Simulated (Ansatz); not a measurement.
`N[SiH]([SiH3])CCl` + `N=C1C[SiH2]1` → `[SiH3]/N=C1\C[SiH2]1` + `N[SiH2]CCl`  (cleavage of the Si–Si bond)

Program: Ansatz. Geometries: PBE0-D4/def2-TZVP. ΔE: electronic, gas phase. CBS: MP2 limit from def2 TZ/QZ plus the TZ coupled-cluster correction, frozen cores. DFT in def2-TZVPP. One conformer a species, not always the lowest.

`N[SiH]([SiH3])CCl`:

Cartesian coordinates in Å:
```
N 0.486 -1.869 -0.386
Si 0.138 -0.199 -0.579
Si 1.290 1.030 1.052
C -1.706 0.209 -0.447
Cl -1.905 1.977 -0.632
H 0.539 -2.317 0.512
H 0.383 -2.532 -1.136
H 0.550 0.188 -1.955
H 1.268 2.489 0.779
H 0.672 0.788 2.388
H 2.706 0.574 1.115
H -2.127 -0.068 0.521
H -2.295 -0.271 -1.230
```

`N=C1C[SiH2]1`:

```xyz
9

N    -0.307    0.982    1.738
C    -0.201    0.337    0.666
C     0.799    0.089   -0.438
Si   -0.851   -0.800   -0.623
H     0.554    1.509    1.929
H     1.687   -0.480   -0.164
H     1.026    0.939   -1.082
H    -1.807   -0.315   -1.642
H    -0.899   -2.260   -0.385
```

`[SiH3]/N=C1\C[SiH2]1`:

Cartesian coordinates in Å:
```
Si -2.053 -0.923 -0.199
N -0.414 -1.215 0.355
C 0.484 -0.346 0.266
C 0.662 1.071 -0.230
Si 2.212 0.278 0.487
H -2.851 -2.145 0.051
H -2.070 -0.618 -1.657
H -2.663 0.219 0.535
H 0.572 1.216 -1.307
H 0.140 1.843 0.337
H 2.692 0.744 1.807
H 3.290 -0.124 -0.445
```

`N[SiH2]CCl`:

Cartesian coordinates in Å:
```
N 0.355 -1.417 0.878
Si 0.018 -0.532 -0.546
C -0.142 1.334 -0.309
Cl -1.434 1.652 0.888
H -0.317 -1.439 1.629
H 1.296 -1.477 1.230
H -1.271 -0.994 -1.117
H 1.142 -0.761 -1.495
H 0.773 1.788 0.075
H -0.420 1.846 -1.232
```

```
               species  r2SCAN-D4 energy (Eh)
   `N[SiH]([SiH3])CCl`            -1136.81876
        `N=C1C[SiH2]1`             -423.33827
`[SiH3]/N=C1\C[SiH2]1`             -714.02791
          `N[SiH2]CCl`             -846.14284
```

**Question.** Work out ΔE.

**Answer.** ΔE = (-714.02791) + (-846.14284) − (-1136.81876) − (-423.33827) = -0.01372 Eh = -36.0 kJ/mol. CCSD(T)/CBS gives -38.2 kJ/mol.

Largest T1 diagnostic among the species: 0.014.

In def2-TZVPP, CCSD(T) changes the Hartree–Fock value by +16.8 kJ/mol (the triples alone add +1.0 kJ/mol) and MP2 by +7.5 kJ/mol. From PBE to PBE0 (25 % exact exchange), in def2-TZVPP and without D4, ΔE moves by −3.7 kJ/mol.
